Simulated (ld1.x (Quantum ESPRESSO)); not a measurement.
## Cr (Z = 24): excitation energies, all-electron against TM

chromium, norm-conserving Troullier–Martins (Kleinman–Bylander form), made with ld1.x (Quantum ESPRESSO) 7.5 (PBEsol, scalar-relativistic). Core [Ar], reference 3d5.5 4s0.5 4p0. Waves: 4p (bound, empty): rc 2.90 bohr; 3d (bound): rc 1.95 bohr; 4s (bound): rc 2.80 bohr. Local part: the s channel. Core correction: a·sin(br)/r model core, default radius (core density twice the valence density).

Energies are relative to the spin-unpolarised reference configuration 3d5.5 4s0.5 4p0; without spin polarisation the order of configurations can differ from experiment.

**Question.** Give the all-electron excitation energy and the error of the potential for: 3d5 4s1 4p0; 3d5 4s0 4p0; 3d4 4s0 4p0; 3d4 4s2 4p0; 3d6 4s0 4p0; 3d3 4s0 4p0; 3d5 4s0 4p1.

**Answer.**

| valence configuration | charge | ΔE all-electron (eV) | error AE − PS (meV) |
| --- | --- | --- | --- |
| 3d5 4s1 4p0 | 0 | -0.723 | -24 |
| 3d5 4s0 4p0 | +1 | 6.150 | -14 |
| 3d4 4s0 4p0 | +2 | 22.164 | -374 |
| 3d4 4s2 4p0 | 0 | -0.817 | -312 |
| 3d6 4s0 4p0 | 0 | 1.004 | -16 |
| 3d3 4s0 4p0 | +3 | 52.869 | -1517 |
| 3d5 4s0 4p1 | 0 | 2.420 | -23 |

Levels in the configuration 3d5 4s0 4p0:

| level | all-electron (eV) | pseudo (eV) |
| --- | --- | --- |
| 3d | -9.843 | -9.922 |
